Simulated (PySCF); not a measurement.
Calculation: r2SCAN-D4/def2-TZVP // r2SCAN-D4/def2-SVP (PySCF). Isolated molecules, 0 K electronic values unless said otherwise. 

Reference species (SMILES): `[SiH3][SnH2]` (neutral, multiplicity 2).

```yaml
dipole_moment: 0.36 D
```

Changed species: `[SiH3][SnH][SiH3]` (radical fragment; the reference has radical fragment).

Q: What does the change do to the dipole moment?

A: the dipole moment drops by 0.13 D, to 0.23 D.
